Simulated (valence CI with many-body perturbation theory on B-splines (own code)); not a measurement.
# Level structure of Cs41+

Calculated by valence CI with perturbative core correlation (CI+MBPT): four valence electrons over a frozen Dirac-Fock core [Ne], a basis of 11 s, 11 p, 10 d, 8 f, 5 g, 2 h functions for each j, with the one-electron correlation potential Σ1 (screened to all orders), the two-electron term Σ2, the three-electron term Σ3, Breit, model QED; selected single and double excitations, second order for the rest, scaled by the run's own slope (own B-spline code, finite nucleus).

The last digits are not significant, and no measured levels were compared; by estimate large intervals hold to a few tenths of a per cent, small ones and those within an open d or f shell to about a per cent. Among the levels kept, up to 650 cm⁻¹ of a level comes from second order outside the variational space, and about a tenth of that is noise between levels of different J, which matters for small intervals.

Levels 46 to 90 of 171, with energies above the lowest level, (3s^2 3p1/2^2) J=0. "Leading %" is the weight of the configuration and term that name the level; weights of strongly mixed levels are sums over their largest components and can fall short. In the jj column 3d3/2^4 stands for four electrons in 3d with j = 3/2.

```csv
No.,Configuration,Term,J,E (Ry),Leading %,g,Leading jj
46,3s3p²3d,¹P,1,32.589,22,1.221,3s 3p1/2 3p3/2 3d5/2 (59 %)
47,3s3p²3d,³G,3,32.696,55,0.887,3s 3p1/2 3p3/2 3d3/2 (96 %)
48,3s3p²3d,³F,3,33.052,34,1.256,3s 3p1/2 3p3/2 3d5/2 (80 %)
49,3s3p²3d,³D,1,33.147,54,0.861,3s 3p1/2 3p3/2 3d3/2 (63 %)
50,3s3p²3d,¹D,2,33.648,26,1.205,3s 3p1/2 3p3/2 3d5/2 (68 %)
51,3s3p²3d,¹G,4,33.727,46,1.148,3s 3p1/2 3p3/2 3d5/2 (75 %)
52,3s3p²3d,³D,3,33.785,56,1.240,3s 3p1/2 3p3/2 3d5/2 (70 %)
53,3s3p²3d,³D,1,33.967,45,0.964,3s 3p1/2 3p3/2 3d3/2 (82 %)
54,3s3p²3d,³P,0,34.036,77,,3s 3p1/2 3p3/2 3d3/2 (58 %)
55,3s3p²3d,³F,2,34.310,34,0.915,3s 3p1/2 3p3/2 3d3/2 (70 %)
56,3s3p²3d,³D,3,34.369,33,1.158,3s 3p1/2 3p3/2 3d5/2 (86 %)
57,3s3p²3d,³G,4,34.392,48,1.123,3s 3p1/2 3p3/2 3d5/2 (88 %)
58,3s3p²3d,³D,1,34.550,57,0.757,3s 3p1/2 3p3/2 3d5/2 (87 %)
59,3s3p²3d,³P,1,35.181,40,1.422,3s 3p1/2 3p3/2 3d5/2 (86 %)
60,3s3p²3d,³F,3,35.277,35,1.093,3s 3p1/2 3p3/2 3d5/2 (80 %)
61,3s3p²3d,³D,2,35.309,31,1.173,3s 3p1/2 3p3/2 3d5/2 (78 %)
62,3s3p²3d,³P,0,35.479,40,,3s 3p1/2 3p3/2 3d5/2 (56 %)
63,3s3p²3d,³D,2,35.752,37,1.172,3s 3p1/2 3p3/2 3d5/2 (80 %)
64,3s²3d²,³F,2,36.757,30,0.962,3s^2 3d3/2^2 (38 %)
65,3s²3d²,³F,2,37.023,29,0.957,3s^2 3d3/2^2 (33 %)
66,3s²3d²,³F,3,37.293,44,1.213,3s^2 3d3/2 3d5/2 (44 %)
67,3p⁴,³P,1,37.294,64,1.291,3p1/2 3p3/2^3 (64 %)
68,3s²3d²,³F,4,37.322,39,1.295,3s 3p3/2^2 3d5/2 (34 %)
69,3s²3d²,³P,1,37.494,29,1.652,3s 3p3/2^2 3d3/2 (59 %)
70,3s²3d²,³P,2,37.525,21,1.353,3s 3p3/2^2 3d3/2 (47 %)
71,3s²3d²,³P,0,37.874,57,,3s^2 3d3/2^2 (50 %)
72,3s²3d²,¹G,4,38.185,43,1.137,3s 3p3/2^2 3d5/2 (37 %)
73,3s3p²3d,³G,5,38.646,55,1.284,3s 3p3/2^2 3d5/2 (95 %)
74,3s3p²3d,³P,0,38.740,46,,3s 3p3/2^2 3d5/2 (64 %)
75,3s²3d²,³F,3,38.807,37,1.222,3s 3p3/2^2 3d3/2 (40 %)
76,3s²3d²,¹D,2,39.091,38,1.125,3s^2 3d3/2 3d5/2 (40 %)
77,3s²3d²,³P,2,39.278,42,1.298,3s^2 3d5/2^2 (50 %)
78,3s²3d²,³P,1,39.358,41,1.224,3s 3p3/2^2 3d3/2 (42 %)
79,3s3p²3d,³F,4,39.570,35,1.167,3s 3p3/2^2 3d3/2 (51 %)
80,3s3p²3d,³P,1,40.022,36,1.413,3s 3p3/2^2 3d3/2 (52 %)
81,3p³3d,³F°,2,40.058,21,0.959,3p1/2^2 3p3/2 3d3/2 (78 %)
82,3s3p²3d,³D,3,40.269,36,1.140,3s 3p3/2^2 3d5/2 (76 %)
83,3s²3d²,³F,4,40.327,42,1.211,3s^2 3d5/2^2 (58 %)
84,3s3p²3d,³D,1,40.488,27,1.172,3s 3p3/2^2 3d5/2 (59 %)
85,3s3p²3d,³P,0,40.503,67,,3s 3p3/2^2 3d3/2 (76 %)
86,3p³3d,³P°,0,40.593,48,,3p1/2^2 3p3/2 3d3/2 (85 %)
87,3s3p²3d,³D,2,40.701,50,1.167,3s 3p3/2^2 3d3/2 (74 %)
88,3p³3d,³F°,3,40.703,27,1.123,3p1/2^2 3p3/2 3d3/2 (79 %)
89,3s3p²3d,³F,3,40.821,39,1.122,3s 3p3/2^2 3d3/2 (60 %)
90,3p³3d,³D°,1,40.842,28,1.142,3p1/2^2 3p3/2 3d3/2 (88 %)
```
